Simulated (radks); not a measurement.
All-electron atom: the arsenic ion As7+ in [Ne] 3s1 3p6 3d9 (not the ground configuration). Method: non-relativistic Kohn-Sham, PBE, spin-polarised, spherical densities, point nucleus; open shells are filled with parallel spins first; computed with a radial shooting solver on a logarithmic mesh with Libxc functionals.

X-ray form factor f0, the Fourier transform of the density (f0(0) = 26):

sin(theta)/lambda (1/angstrom)  f0 (electrons)
0.05                                    25.865
0.1                                     25.468
0.15                                    24.827
0.2                                     23.975
0.25                                    22.950
0.3                                     21.795
0.4                                     19.272
0.5                                     16.724
0.6                                     14.381
0.8                                     10.720
1                                        8.417
1.25                                     6.804
1.5                                      5.860
2                                        4.502
